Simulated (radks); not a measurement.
Excited configurations of neutral helium: one electron is placed in a higher orbital outside 1s1. The ground configuration is [He]. All-electron calculation, Dirac Kohn-Sham, PBE, spin-unpolarised, spherical densities, point nucleus; open shells are shared between the two j in proportion to 2j + 1. Program: a radial shooting solver on a logarithmic mesh with Libxc functionals. Excitation = E - E(ground); binding = E(ion) - E, where the ion is the core of charge +1; n* = 1/sqrt(2 binding) in atomic units, and the quantum defect is n - n*. Eigenvalue and <r> are those of j = l + 1/2.

outer orbital  excitation (eV)  binding (eV)     n*  quantum defect  eigenvalue (eV)  <r> (bohr)
3p                      25.197         1.767  2.775           0.225           -0.987       11.12
4d                      26.018         0.947  3.791           0.209           -0.549       19.96
4f                      26.059         0.906  3.875           0.125           -0.438       17.57
5s                      26.241         0.724  4.335           0.665           -0.475       30.62
5f                      26.343         0.621  4.680           0.320           -0.365       29.88
6p                      26.486         0.478  5.333           0.667           -0.320       46.43
7p                      26.608         0.356  6.180           0.820           -0.246       64.43

Estimate the row for 3s.

Answer. excitation (eV) 24.951; binding (eV) 2.014; n* 2.599; quantum defect 0.401; eigenvalue (eV) -1.196; <r> (bohr) 10.53. The Delta-SCF ionisation energy is 26.965 eV (NIST Atomic Spectra Database: 24.587 eV, measured). Self-interaction in the functional shifts the binding energies and quantum defects, so they are the method's values and not measured ones. Spin polarisation and multiplet splitting are left out, so open shells lie too high by an amount that depends on their filling.

Beside tabulated values, note that spin-unpolarised runs miss the spin-polarisation part of the exchange energy of open shells.
